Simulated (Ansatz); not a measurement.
Reaction (SMILES): I (HI) → [I-] + H+

Quantity: gas-phase deprotonation energy (enthalpy at 298 K), in kcal/mol. Set-up: spin-orbit terms left out; six Cartesian d functions in 6-31G* and its kin unless marked 5d; LANL2DZ with its own core potentials from Na on; frozen cores in correlated levels (noble-gas shells and the d and f shells of earlier blocks); STO-3G and 3-21G all-electron and non-relativistic. Ab initio and DFT rows: single points at B3LYP-D3(BJ) geometries (Ansatz, a first-principles code), with unscaled harmonic terms from B3LYP/6-31G* (LANL2DZ past Ar) at its own minima. Anions need diffuse functions, which STO-3G, LANL2DZ, def2-SVP, cc-pVDZ and Pople sets without + lack.

| level | program | gas-phase deprotonation energy (enthalpy at 298 K) (kcal/mol) |
|---|---|---|
| MP2/STO-3G | Ansatz | 413.8 |
| MP2/3-21G | Ansatz | 315.0 |
| MP2/LANL2DZ | Ansatz | 314.9 |
| MP2/6-31G* with LANL2DZ past Ar | Ansatz | 313.9 |

No value to compare with is used here. The 4 habitual levels span 313.9 (MP2/6-31G* with LANL2DZ past Ar) to 413.8 kcal/mol (MP2/STO-3G).

The sets are all those run for this method; runs whose electronic state is in doubt are left out.
